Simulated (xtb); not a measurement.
C6H15Al (SMILES C[CH2][Al]([CH2]C)[CH2]C), singlet, geometry from GFN2-xTB (such geometries of metal compounds can be far from the true shape); GFN1-xTB in xtb.

The xtb input:
```
$ xtb mol.xyz --gfn 1 --acc 30 --json

# file mol.xyz
22

Al     0.23254875    -0.09127216     0.17781867
C      1.60822037     0.29411525    -1.23879162
C      1.28366688     1.38923772    -2.26742086
H      1.87585448    -0.62020127    -1.79032132
H      2.53321401     0.57609625    -0.70786354
H      1.06813100     2.33432054    -1.77027088
H      0.41262384     1.11732709    -2.85999573
H      2.11890541     1.54863674    -2.95129636
C     -1.76368020    -0.03452995    -0.07842335
C     -2.25206622     0.36624641    -1.47916509
H     -2.21743853     0.64744823     0.65749449
H     -2.18599895    -1.02150165     0.16760771
H     -1.84026666    -0.30078311    -2.23581630
H     -1.93818296     1.38058695    -1.72020746
H     -3.34027682     0.32383459    -1.54743145
C      0.94484373    -0.58959003     1.99107131
C     -0.08642383    -1.31826703     2.86693314
H      1.30181723     0.29398901     2.54049732
H      1.83528786    -1.22749113     1.88612950
H     -0.38163133    -2.26093079     2.40736096
H     -0.98435636    -0.71320404     2.98806130
H      0.31181976    -1.53486371     3.85918757
```

Q: What does xtb print? Leave out banner, timings and long lists.

A: 
```
   ID    Z sym.   atoms
    1   13 Al     1
    2    6 C      2, 3, 9, 10, 16, 17
    3    1 H      4-8, 11-15, 18-22

           -------------------------------------------------
          |                Calculation Setup                |
           -------------------------------------------------

           -------------------------------------------------
          |                 G F N 1 - x T B                 |
           -------------------------------------------------

          ...................................................
          :                      SETUP                      :
          :.................................................:
          :  # basis functions                  64          :
          :  # atomic orbitals                  63          :
          :  # shells                           45          :
          :  # electrons                        42          :
          :  # halogen bonds                     0          :
          :  max. iterations                   250          :
          :  Hamiltonian                  GFN1-xTB          :
          :  restarted?                      false          :
          :  GBSA solvation                  false          :
          :  PC potential                    false          :
          :  electronic temp.          300.0000000     K    :
          :  accuracy                   30.0000000          :
          :  -> integral cutoff          0.2000000E+02      :
          :  -> integral neglect         0.3000000E-06      :
          :  -> SCF convergence          0.3000000E-04 Eh   :
          :  -> wf. convergence          0.6000000E-03 e    :
          :  Broyden damping             0.4000000          :
          :  net charge                          0          :
          :  unpaired electrons                  0          :
          ...................................................

 iter      E             dE          RMSdq      gap      omega  full diag
   1    -22.2783448 -0.222783E+02  0.771E+00    4.64       0.0  T
   2    -22.2971635 -0.188186E-01  0.470E+00    4.66       1.0  T
   3    -22.2979679 -0.804411E-03  0.457E-01    4.68       1.0  T
   4    -22.2993918 -0.142395E-02  0.483E-02    4.66       1.0  T
   5    -22.2994246 -0.328151E-04  0.706E-03    4.67       3.0  T
   6    -22.2994252 -0.561246E-06  0.176E-03    4.67      12.1  T
   7    -22.2994252 -0.331221E-07  0.378E-04    4.67      56.4  T

   *** convergence criteria satisfied after 7 iterations ***

         :::::::::::::::::::::::::::::::::::::::::::::::::::::
         ::                     SUMMARY                     ::
         :::::::::::::::::::::::::::::::::::::::::::::::::::::
         :: total energy             -22.013910118838 Eh    ::
         :: gradient norm              0.012387016313 Eh/a0 ::
         :: HOMO-LUMO gap              4.668101034028 eV    ::
         ::.................................................::
         :: SCC energy               -22.299425225230 Eh    ::
         :: -> electrostatic           0.005094464000 Eh    ::
         :: repulsion energy           0.293606665026 Eh    ::
         :: dispersion energy         -0.008091558633 Eh    ::
         :: halogen bond corr.         0.000000000000 Eh    ::
         :: add. restraining           0.000000000000 Eh    ::
         :: total charge              -0.000000000000 e     ::
         :::::::::::::::::::::::::::::::::::::::::::::::::::::

           -------------------------------------------------
          |                Property Printout                |
           -------------------------------------------------

    * Orbital Energies and Occupations

         #    Occupation            Energy/Eh            Energy/eV
      -------------------------------------------------------------
         1        2.0000           -0.6364026             -17.3174
       ...           ...                  ...                  ...
         9        2.0000           -0.5337397             -14.5238
        10        2.0000           -0.5324394             -14.4884
        11        2.0000           -0.5241735             -14.2635
        12        2.0000           -0.5171544             -14.0725
        13        2.0000           -0.4950420             -13.4708
        14        2.0000           -0.4850163             -13.1980
        15        2.0000           -0.4830590             -13.1447
        16        2.0000           -0.4822990             -13.1240
        17        2.0000           -0.4725012             -12.8574
        18        2.0000           -0.4717316             -12.8365
        19        2.0000           -0.4703078             -12.7977
        20        2.0000           -0.3924373             -10.6788
        21        2.0000           -0.3907186             -10.6320 (HOMO)
        22                         -0.2191690              -5.9639 (LUMO)
        23                         -0.1522138              -4.1419
        24                         -0.1412899              -3.8447
        25                         -0.1377068              -3.7472
        26                         -0.1188449              -3.2339
        27                         -0.1102117              -2.9990
        28                         -0.1062740              -2.8919
        29                         -0.1043395              -2.8392
        30                         -0.0988870              -2.6909
        31                         -0.0799211              -2.1748
        32                         -0.0584884              -1.5916
       ...                                ...                  ...
        63                          1.1447771              31.1510
      -------------------------------------------------------------
                  HL-Gap            0.1715496 Eh            4.6681 eV
             Fermi-level           -0.3049438 Eh           -8.2979 eV

  Mulliken/CM5 charges         n(s)   n(p)   n(d)
     1Al    0.31390  0.18298   1.412  0.978  0.296
     2C    -0.19074 -0.26707   1.044  3.146  0.000
     3C    -0.06003 -0.20871   0.997  3.063  0.000
     4H     0.03634  0.09215   0.964  0.000  0.000
     5H     0.03584  0.09238   0.964  0.000  0.000
     6H     0.02455  0.07702   0.975  0.000  0.000
     7H     0.02553  0.07833   0.974  0.000  0.000
     8H     0.02329  0.07432   0.977  0.000  0.000
     9C    -0.18930 -0.26605   1.044  3.145  0.000
    10C    -0.06021 -0.20870   0.998  3.062  0.000
    11H     0.03658  0.09260   0.963  0.000  0.000
    12H     0.03656  0.09280   0.963  0.000  0.000
    13H     0.02614  0.07882   0.974  0.000  0.000
    14H     0.02576  0.07846   0.974  0.000  0.000
    15H     0.02342  0.07444   0.977  0.000  0.000
    16C    -0.19611 -0.27280   1.042  3.154  0.000
    17C    -0.05878 -0.20674   0.997  3.062  0.000
    18H     0.03638  0.09219   0.964  0.000  0.000
    19H     0.03588  0.09190   0.964  0.000  0.000
    20H     0.02534  0.07800   0.975  0.000  0.000
    21H     0.02678  0.07974   0.973  0.000  0.000
    22H     0.02289  0.07394   0.977  0.000  0.000

Wiberg/Mayer (AO) data.
largest (>0.10) Wiberg bond orders for each atom

 ---------------------------------------------------------------------------
     #   Z sym  total        # sym  WBO       # sym  WBO       # sym  WBO
 ---------------------------------------------------------------------------
     1  13 Al   2.954 --    16 C    0.793     2 C    0.792     9 C    0.791
     2   6 C    3.914 --     3 C    1.008     4 H    0.933     5 H    0.931
                             1 Al   0.792     9 C    0.121    16 C    0.104
     3   6 C    3.998 --     2 C    1.008     8 H    0.980     6 H    0.974
                             7 H    0.974
     4   1 H    1.000 --     2 C    0.933
     5   1 H    1.002 --     2 C    0.931
     6   1 H    1.004 --     3 C    0.974
     7   1 H    1.006 --     3 C    0.974
     8   1 H    1.004 --     3 C    0.980
     9   6 C    3.920 --    10 C    1.010    11 H    0.933    12 H    0.932
                             1 Al   0.791     2 C    0.121    16 C    0.110
    10   6 C    3.998 --     9 C    1.010    15 H    0.980    14 H    0.973
                            13 H    0.972
    11   1 H    1.001 --     9 C    0.933
    12   1 H    1.001 --     9 C    0.932
    13   1 H    1.004 --    10 C    0.972
    14   1 H    1.005 --    10 C    0.973
    15   1 H    1.003 --    10 C    0.980
    16   6 C    3.908 --    17 C    1.009    19 H    0.933    18 H    0.933
                             1 Al   0.793     9 C    0.110     2 C    0.104
    17   6 C    3.997 --    16 C    1.009    22 H    0.981    20 H    0.972
                            21 H    0.969
    18   1 H    1.000 --    16 C    0.933
    19   1 H    1.000 --    16 C    0.933
    20   1 H    1.004 --    17 C    0.972
    21   1 H    1.004 --    17 C    0.969
    22   1 H    1.003 --    17 C    0.981
 ---------------------------------------------------------------------------

Topologies differ in total number of bonds
Writing topology from bond orders to xtbtopo.mol

 dipole moment from electron density (au)
     X       Y       Z
  -0.0090  -0.0141  -0.0025  total (Debye):    0.043

           -------------------------------------------------
          | TOTAL ENERGY              -22.013910118838 Eh   |
          | GRADIENT NORM               0.012387016313 Eh/α |
          | HOMO-LUMO GAP               4.668101034028 eV   |
           -------------------------------------------------

normal termination of xtb
```
